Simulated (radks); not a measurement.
Valence configurations of Sr II (all share [Kr]). All-electron calculation, Dirac Kohn-Sham, PBE, spin-unpolarised, spherical densities, point nucleus; open shells fill j = l - 1/2 first. Program: a radial shooting solver on a logarithmic mesh with Libxc functionals. Energies are relative to 5s1; eigenvalues in eV.

| valence | E (eV) | e(4d3/2) | e(5p1/2) | e(5s1/2) |
|---|---|---|---|---|
| 5s1 | 0.000 | - | - | -8.347 |
| 4d1 | 1.731 | -5.585 | - | - |
| 5p1 | 2.863 | - | -6.094 | - |
| 4d0.5 5s0.5 | 0.815 | -6.158 | - | -7.895 |
| 5s0.5 5p0.5 | 1.429 | - | -5.801 | -8.665 |

NIST lists [Kr] 5s1 as the ground configuration; this level of theory agrees among the configurations tried. The energies are those of spherical spin-averaged densities, not of single terms.
